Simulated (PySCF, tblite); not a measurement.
Species: C5H7N3O.
Numbering: `[CH3:1][c:2]1[n:3][n:4][n:5]([CH3:6])[c:7]1[CH:8]=[O:9]` (hydrogens: H10, H11, H12 on C1; H13, H14, H15 on C6; H16 on C8)

Structure used (GFN2-xTB), in Å, numbered top down from 1:
```xyz
16
C5H7N3O angstrom
C     -2.4967   -0.4828   -0.2973
C     -1.0382   -0.6813   -0.1358
N     -0.4688   -1.8940   -0.1055
N      0.8051   -1.7673    0.0414
N      1.1149   -0.4957    0.1117
C      2.4653   -0.0552    0.2785
C     -0.0152    0.2673    0.0054
C     -0.0470    1.7068    0.0402
O      0.9143    2.4287    0.1664
H     -2.9796   -1.4524   -0.3756
H     -2.9064    0.0554    0.5562
H     -2.7045    0.0962   -1.1960
H      3.0978   -0.9391    0.3292
H      2.5593    0.5306    1.1937
H      2.7619    0.5748   -0.5609
H     -1.0698    2.1167   -0.0631
```

The calculation used CAM-B3LYP/def2-SVPD in PySCF (dipole) on a GFN2-xTB geometry, gas phase.

Masses are those of the commonest isotopes; rigid-rotor values at the optimised geometry. The values belong to one conformer with, in the numbering `[CH3:1][c:2]1[n:3][n:4][n:5]([CH3:6])[c:7]1[CH:8]=[O:9]`, N5–C7–C8–O9 0°.

Problem. What are A, B and C (GHz)?

Solution. Ia = 206.74, Ib = 296.94, Ic = 497.40 u·Å²; 505379 MHz·u·Å²/I gives 2444, 1702 and 1016 MHz, that is A = 2.4445, B = 1.7019, C = 1.0160 GHz.

Problem. Classify the top.

Solution. An asymmetric top: κ = (2 × 1702 − 2444 − 1016)/(2444 − 1016) = -0.04.

Problem. Is it planar, by Δ = Ic − Ia − Ib?

Solution. Not planar: Δ = Ic − Ia − Ib = -6.28 u·Å². For a rigid frame Δ = −2 Σ m c², so Σ m c² = 3.14 u·Å² lies off the ab plane, practically all of it from hydrogen. The atom farthest from that plane is 0.88 Å away.

Problem. Give the other two planar moments, Paa and Pbb, and the rms extents of the mass along the axes.

Solution. Paa = Σ m a² = (Ib + Ic − Ia)/2 = 293.80 and Pbb = Σ m b² = (Ia + Ic − Ib)/2 = 203.60 u·Å². With the mass M = 125.06 u, the rms extents √(P/M) along a, b and c are 1.53, 1.28, 0.16 Å.

Problem. Which types of transition are allowed, and where do some lines up to J = 5 fall?

Solution. The dipole components are |μa| = 0.33 D, |μb| = 1.59 D, |μc| = 0.00 D; the mirror of this Cs structure is the ab plane, so μc vanishes by symmetry (the 0.01 D computed is a residue) and there are no c-type lines. The squared components, which scale the intensities, stand as 0.04 : 1.00 (a : b). Some lines, for components of 0.1 D or more:

| type | branch | J(Ka,Kc) | MHz | lower level (cm⁻¹) |
| --- | --- | --- | --- | --- |
| b | Q | 1(1,0) ← 1(0,1) | 1428 | 0.091 |
| a | R | 1(0,1) ← 0(0,0) | 2718 | 0.000 |
| b | Q | 4(2,2) ← 4(1,3) | 3674 | 1.019 |
| a | Q | 3(1,2) ← 3(1,3) | 4021 | 0.506 |
| b | Q | 2(2,1) ← 2(1,2) | 4285 | 0.274 |
| a | Q | 5(2,3) ← 5(2,4) | 5190 | 1.474 |
| b | Q | 3(2,2) ← 3(1,3) | 5476 | 0.506 |
| a | Q | 4(1,3) ← 4(1,4) | 6287 | 0.809 |
| b | Q | 4(1,3) ← 4(0,4) | 6323 | 0.808 |
| b | R | 3(1,3) ← 2(0,2) | 7324 | 0.262 |
| a | R | 3(2,2) ← 2(2,1) | 8154 | 0.417 |
| b | R | 2(2,1) ← 1(1,0) | 8349 | 0.138 |
| b | R | 5(3,2) ← 4(4,1) | 8513 | 1.494 |
| b | Q | 5(5,0) ← 5(4,1) | 8977 | 1.976 |
| b | R | 4(1,3) ← 3(2,2) | 9889 | 0.689 |
| b | R | 3(3,1) ← 2(2,0) | 13439 | 0.427 |
| b | R | 5(2,4) ← 4(1,3) | 13661 | 1.019 |
| b | R | 3(2,1) ← 2(1,2) | 13699 | 0.274 |
| a | R | 5(3,3) ← 4(3,2) | 14015 | 1.252 |
| b | R | 4(3,2) ← 3(2,1) | 15623 | 0.731 |
| b | R | 4(4,1) ← 3(3,0) | 18462 | 0.878 |
| b | R | 4(2,2) ← 3(1,3) | 19039 | 0.506 |

Its GFN2-xTB frequencies are all real (lowest 59 cm⁻¹). Zero-point vibration and centrifugal distortion are left out. A rigid rotor knows nothing of internal rotation, which can split or shift real lines. Quadrupole hyperfine structure (14N) is left out.

The run took about 2.5 min of CPU time (one thread, shared machine). This is the CAM-B3LYP/def2-SVPD job that gave the dipole, with the excitations it also computed.
